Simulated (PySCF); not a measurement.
Computed properties of C₃H₆FNSi, SMILES F[SiH2][C@@H](N)C#C

C₃H₆FNSi, SMILES C#C[C@H](N)[SiH2]F. Coordinates come from a ωB97X-D3(BJ)/def2-SVP optimisation. The structure was generated by enumeration; whether it is a known compound was not checked. Other conformers were not sampled. All values are computed for the isolated molecule unless a solvent is named; none is compared with measurement here.

**Structure.** All 30 harmonic modes at ωB97X-D3(BJ)/def2-SVP (PySCF) are real, so it is a minimum. With heavy atoms numbered as in [CH:1]#[C:2][C@H:3]([NH2:4])[SiH2:5][F:6], the shortest bond between them is C1–C2 at 1.210 Å and the longest C3–Si5 at 1.892 Å.

**Vibrations.** The strongest infrared lines (harmonic, unscaled, degenerate partners summed) lie at 916 cm⁻¹ (240 km/mol, H 55 %, C 24 %, Si 12 %), 892 cm⁻¹ (189 km/mol, H 72 %, N 16 %, C 12 %), 2294 cm⁻¹ (147 km/mol, H 96 %). The softest mode is at 80 cm⁻¹ and the zero-point energy is 53.5 kcal/mol.

**Electronic structure.** r2SCAN/def2-TZVP (PySCF) places the frontier levels at -5.84 and -0.73 eV, a gap of 5.11 eV, and gives a dipole moment of 0.89 D and a mean polarisability of 67.3 bohr³. PBE/def2-TZVP (PySCF) at the same geometry gives -5.59 and -1.07 eV, so its gap is 0.59 eV narrower. An orbital gap is neither the optical nor the fundamental gap.

**Excitations.** TDA-M06-2X/def2-SVPD (PySCF) has S1 at 5.62 eV (220 nm, f = 0.006, weak); the most intense of the 10 singlets computed lies at 7.64 eV (f = 0.13). T1 (TDA) is at 5.32 eV, 0.30 eV under S1. TDA-PBE/def2-SVPD (PySCF) puts S1 at 4.70 eV. No vertical singlet excitation falls in the visible range (under 3.1 eV).

**NMR.** GIAO shifts at KT2/pcSseg-1 (PySCF) (non-relativistic, atoms alike by connectivity averaged): ¹³C from 39.0 to 76.6 ppm against TMS; ¹H from 0.6 to 5.1 ppm against TMS; ²⁹Si at -5.3 ppm against TMS; ¹⁹F at -252.4 ppm against CFCl3.
